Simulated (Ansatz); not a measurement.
**Question.** Name a neutral molecule of Al, B, C, Se and H with size of the dipole moment (B3LYP/def2-TZVPP) between 1.15 and 1.45 D and LUMO energy (PBE/def2-TZVPP) between -2.65 and -2.35 eV (Ansatz, PBE0-D4/def2-TZVP geometry).

**Answer.** `C[Se][BH][AlH2]` (1.19 D, -2.55 eV). Other molecules can fit too; these were computed, each in one conformer that needn't be the lowest.

B3LYP here is the variant with VWN-RPA as its local correlation; programs differ in this.
